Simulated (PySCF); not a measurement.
GeHBr, SMILES [GeH][Br] (connectivity only; charge and spin as stated), neutral, multiplicity 1. Atoms are numbered in the order given.

```xyz
3

Ge     0.0508    -1.2017     0.0000
H     -1.5425    -1.3287     0.0000
Br    -0.0024     1.1366     0.0000
```
Charge 0, spin multiplicity 1.

The structure is a stationary point at PBE0-D3(BJ)/def2-TZVP.

All values below come from PySCF with CAM-B3LYP/def2-TZVPD.

Symmetry labels are those of the subgroup Cs that the program uses (full group Cs).

Question: List the valence orbital energies around the gap with their symmetry. (The exact figures need the calculation; the answer reports its results.)

Answer: 
```
orbital  symmetry  energy (eV)
-------  --------  -----------
HOMO−7         A'       -35.82
HOMO−6         A'       -35.77
HOMO−5         A'       -23.14
HOMO−4         A'       -16.09
HOMO−3         A'       -11.15
HOMO−2         A"       -10.09
HOMO−1         A'       -10.07
HOMO           A'        -8.39
LUMO           A"        -2.16
LUMO+1         A'         0.14
LUMO+2         A'         0.95
LUMO+3         A'         1.49
```
